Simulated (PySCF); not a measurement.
ZrH₂ + ZrCl₂ → 2 ZrHCl

Level: PBE0 in the def2-TZVP basis family, computed in PySCF with density fitting; scalar-relativistic core potentials for atoms from Rb on, none lighter, no spin–orbit coupling; open shells unrestricted.

```
species                                       state and structure      E (Eh)  ZPE (kJ/mol)  H(298 K) − H(0) (kJ/mol)  S° (J/(mol K))
   ZrH₂            triplet, C2v, Zr–H 1.860 Å (×2); H–Zr–H 118.9°   -48.10013          23.1                      10.4           236.3
  ZrCl₂         triplet, C2v, Zr–Cl 2.347 Å (×2); Cl–Zr–Cl 143.2°  -967.25563           4.9                      13.8           314.0
  ZrHCl  triplet, Cs, Zr–Cl 2.336 Å, Zr–H 1.862 Å; Cl–Zr–H 123.0°  -507.67756          14.3                      11.7           280.6
```

What is the electronic reaction energy?

At PBE0/def2-TZVP, ΔE = 1.7 kJ/mol from the differences of the total energies times 2625.5, uphill. Ligand scrambling is nearly thermoneutral, as expected when bond energies add up.

Add zero-point, thermal and entropy terms for 298.15 K and 1 bar.

ΔZPE = 0.6 and Δ[H(298) − H(0)] = -0.8 kJ/mol give ΔH° = 1.5 kJ/mol. ΔS° = 10.9 J/(mol K), so ΔG° = 1.5 − 298.15 × (0.0109) = -2 kJ/mol and log₁₀K = 0.3.

Open d or f shells are single determinants, so the state found may not be the ground state. The structures come from searches over a few start shapes, so lower isomers are not excluded.
